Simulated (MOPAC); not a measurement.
MOPAC input (AM1):

```
AM1 FORCE THERMO(298,298) PRECISE LET CHARGE=1 GEO-OK AUX(PRECISION=9) THREADS=1
C5H13O

C    -0.30385151 1   -1.27088808 1   -0.91395457 1
C    -0.50018947 1   -0.17044685 1    0.08743650 1
C    -1.14564344 1    1.07858737 1   -0.44488536 1
C    -1.05385394 1   -0.63133526 1    1.41128445 1
O     0.95434806 1    0.33212940 1    0.51543567 1
C     1.86582507 1    0.68997379 1   -0.57297873 1
H     0.38870917 1   -2.05935805 1   -0.52760433 1
H    -1.29854222 1   -1.75319304 1   -1.10962478 1
H     0.08414715 1   -0.88204066 1   -1.88786074 1
H    -0.83446712 1    1.28933099 1   -1.49711519 1
H    -2.25839830 1    0.94020158 1   -0.42809244 1
H    -0.89651882 1    1.96159986 1    0.19658741 1
H    -2.13846072 1   -0.88217362 1    1.27774923 1
H    -0.97495264 1    0.17644166 1    2.18168064 1
H    -0.52798470 1   -1.54633850 1    1.77983900 1
H     2.10592534 1   -0.21382207 1   -1.18168931 1
H     1.32856612 1    1.47080659 1   -1.16563394 1
H     2.77058930 1    1.11104644 1   -0.06312796 1
H     1.37744028 1   -0.38979173 1    1.04282810 1
```

Output:

```
 *******************************************************************************
 **                                                                           **
 **                              MOPAC v23.2.5                                **
 **                                                                           **
 *******************************************************************************
 ** MOPAC's Digital Object Identifier: https://doi.org/10.5281/zenodo.6511958 **
 **                                                                           **
 ** Please cite the open-source release paper for use of this MOPAC version:  **
 ** J. E. Moussa and J. J. P. Stewart (2026)                                  **
 ** MOPAC: An open-source semiempirical molecular orbital program             **
 ** J. Open Source Softw., 11(119), 8025, https://doi.org/10.21105/joss.08025 **
 *******************************************************************************

                              AM1 CALCULATION RESULTS

 *******************************************************************************
 *  AM1        - The AM1 Hamiltonian to be used
 *  GEO-OK     - OVERRIDE INTERATOMIC DISTANCE AND OTHER SAFETY CHECKS
 *
 *
 *
 *                 CHARGE ON SYSTEM = +1
 *
 *
 *
 *  LET        - OVERRIDE SOME SAFETY CHECKS
 *  PRECISE    - TIGHTER CRITERIA TO BE USED
 *  FORCE      - FORCE CALCULATION SPECIFIED
 *  AUX        - OUTPUT AUXILIARY INFORMATION
 *  THERMO     - THERMODYNAMIC QUANTITIES TO BE CALCULATED
 *******************************************************************************
AM1 FORCE THERMO(298,298) PRECISE LET CHARGE=1 GEO-OK AUX(PRECISION=9) THREADS=1
 C5H13O

   ATOM   CHEMICAL          X               Y               Z
  NUMBER   SYMBOL      (ANGSTROMS)     (ANGSTROMS)     (ANGSTROMS)

     1       C         -0.30385151  *  -1.27088808  *  -0.91395457  *
     2       C         -0.50018947  *  -0.17044685  *   0.08743650  *
     3       C         -1.14564344  *   1.07858737  *  -0.44488536  *
     4       C         -1.05385394  *  -0.63133526  *   1.41128445  *
     5       O          0.95434806  *   0.33212940  *   0.51543567  *
     6       C          1.86582507  *   0.68997379  *  -0.57297873  *
     7       H          0.38870917  *  -2.05935805  *  -0.52760433  *
     8       H         -1.29854222  *  -1.75319304  *  -1.10962478  *
     9       H          0.08414715  *  -0.88204066  *  -1.88786074  *
    10       H         -0.83446712  *   1.28933099  *  -1.49711519  *
    11       H         -2.25839830  *   0.94020158  *  -0.42809244  *
    12       H         -0.89651882  *   1.96159986  *   0.19658741  *
    13       H         -2.13846072  *  -0.88217362  *   1.27774923  *
    14       H         -0.97495264  *   0.17644166  *   2.18168064  *
    15       H         -0.52798470  *  -1.54633850  *   1.77983900  *
    16       H          2.10592534  *  -0.21382207  *  -1.18168931  *
    17       H          1.32856612  *   1.47080659  *  -1.16563394  *
    18       H          2.77058930  *   1.11104644  *  -0.06312796  *
    19       H          1.37744028  *  -0.38979173  *   1.04282810  *

          CARTESIAN COORDINATES

    NO.       ATOM           X           Y           Z
[...]
 VIBRATION         48   48A           ATOM PAIR      ENERGY CONTRIBUTION    RADIAL
 FREQUENCY          3138.78         C  4 -- H 15         +20.4% ( 43.5%)     97.4%
 TRANSITION DIPOLE   0.3837         C  4 -- H 14         +17.4% ( 40.2%)     96.5%
 TRAVEL (Ang.)       0.3917         C  3 -- H 10         +16.4% ( 39.0%)     97.6%
 REDUCED MASS        0.1400         C  4 -- H 13         +12.7% ( 34.4%)     94.9%
 EFFECTIVE MASS      1.1246         C  3 -- H 12         +12.2% ( 33.6%)     96.1%
 FORCE CONSTANT      0.8128

 VIBRATION         49   49A           ATOM PAIR      ENERGY CONTRIBUTION    RADIAL
 FREQUENCY          3139.07         C  1 -- H  9         +25.5% ( 48.6%)     97.1%
 TRANSITION DIPOLE   0.4003         C  1 -- H  7         +25.1% ( 48.2%)     96.9%
 TRAVEL (Ang.)       0.3403         C  1 -- H  8         +16.0% ( 38.5%)     94.4%
 REDUCED MASS        0.1855         C  3 -- H 10         +13.6% ( 35.6%)     97.8%
 EFFECTIVE MASS      1.1272         C  3 -- H 12         +10.4% ( 31.0%)     96.0%
 FORCE CONSTANT      1.0768

 VIBRATION         50   50A           ATOM PAIR      ENERGY CONTRIBUTION    RADIAL
 FREQUENCY          3141.45         C  4 -- H 15         +18.5% ( 41.4%)     97.0%
 TRANSITION DIPOLE   0.3375         C  4 -- H 14         +16.3% ( 38.9%)     96.3%
 TRAVEL (Ang.)       0.4195         C  4 -- H 13         +12.9% ( 34.6%)     95.0%
 REDUCED MASS        0.1220         C  3 -- H 10         +12.1% ( 33.5%)     97.3%
 EFFECTIVE MASS      1.1344
 FORCE CONSTANT      0.7094

 VIBRATION         51   51A           ATOM PAIR      ENERGY CONTRIBUTION    RADIAL
 FREQUENCY          3252.46         O  5 -- H 19         +98.8% ( 99.7%)    100.0%
 TRANSITION DIPOLE   1.2312         C  2 -- O  5          +0.5% (  6.7%)      4.6%
 TRAVEL (Ang.)       0.1485         O  5 -- C  6          +0.4% (  6.6%)      6.5%
 REDUCED MASS        0.9406         C  6 -- H 17          +0.2% (  4.5%)     86.7%
 EFFECTIVE MASS      1.3804
 FORCE CONSTANT      5.8626

      SYMMETRY NUMBER FOR POINT-GROUP C1  =  1

          SYSTEM IS A GROUND STATE

 C5H13O

          MOLECULE IS NOT LINEAR

          THERE ARE 51 GENUINE VIBRATIONS IN THIS SYSTEM
          THIS THERMODYNAMICS CALCULATION IS LIMITED TO
          MOLECULES WHICH HAVE NO INTERNAL ROTATIONS

                    CALCULATED THERMODYNAMIC PROPERTIES
                                          *
   TEMP. (K)   PARTITION FUNCTION   H.O.F.    ENTHALPY  HEAT CAPACITY ENTROPY
                                   KCAL/MOL   CAL/MOLE    CAL/K/MOL  CAL/K/MOL

 298.00  VIB.     0.1728D+03                  3743.5577    25.0675    22.8004
         ROT.     0.1610D+06                   888.2803     2.9808    26.8058
         INT.     0.2782D+08                  4631.8380    28.0483    49.6062
         TRA.     0.8139D+27                  1480.4672     4.9680    39.3737
         TOT.                      111.429    6112.3052    33.0163    88.9798

   *: NOTE: HEATS OF FORMATION ARE RELATIVE TO THE
            ELEMENTS IN THEIR STANDARD STATE AT 298K
              (=  Standard Enthalpy of Formation).

            Hvib:  Zero-point energy is not included.
                   frequencies of less than zero cm-1 are not included.
            Hrot = (3/2)RT
            Htra = (3/2)RT + pV = (5/2)RT

            Heat capacity is Cp, not Cv

          For more information, see: HTTP://OpenMOPAC.net/Manual/thermochemistry.html

           FORCE CONSTANT IN CARTESIAN COORDINATES (Millidynes/A)

    ATOM   CHEMICAL       X               Y               Z
   NUMBER   SYMBOL  FORCE CONSTANT  FORCE CONSTANT  FORCE CONSTANT

      1       C        8.628051        8.234316        7.992743
      2       C        9.602160        9.097431        4.631183
      3       C        8.158725        8.557182        8.069949
      4       C        8.227130        8.391083        8.189998
      5       O        3.801186        8.377102        6.453635
      6       C        8.151789        8.200956        7.122762
      7       H        1.396708        4.426009        0.860272
      8       H        1.187616        0.889192        4.456123
      9       H        1.418291        2.736548        2.568357
     10       H        1.971783        2.770158        2.000129
     11       H        0.629848        1.236519        4.695332
     12       H        4.664247        0.759953        1.234474
     13       H        0.687175        1.255953        4.610956
     14       H        5.096021        0.752854        0.828639
     15       H        1.574640        4.424204        0.712255
     16       H        5.206345        0.796704        0.816825
     17       H        0.860853        5.136352        0.852348
     18       H        1.638432        1.536059        3.581838
     19       H        0.658595        5.706952        1.151268

 **********************
 *                    *
 * JOB ENDED NORMALLY *
 *                    *
 **********************

 == MOPAC DONE ==
```

The dipole moment of an ion depends on the origin.
